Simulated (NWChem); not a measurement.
# BHSeClF; SMILES FB(Cl)[SeH]

```xyz
5

B     -0.4367    -0.6011     0.0000
Cl     0.7235    -1.9145     0.0000
F     -1.7230    -0.8884     0.0000
Se     0.1928     1.2280     0.0000
H     -1.1632     1.7975     0.0000
```
Atoms are numbered in this order, from 1.

Computed with NWChem. The geometry was optimised at PBE0/def2-SVP. Ions are spin-unrestricted doublets at the neutral geometry; other ion states weren't tried.

For level PBE/def2-SVPD:

| Quantity | Result |
|---|---|
| −ε(HOMO) (eV) | 6.75 |

Problem. What are these values for level B3LYP/def2-SVPD?

Solution. The −ε(HOMO) (eV) is 7.65.
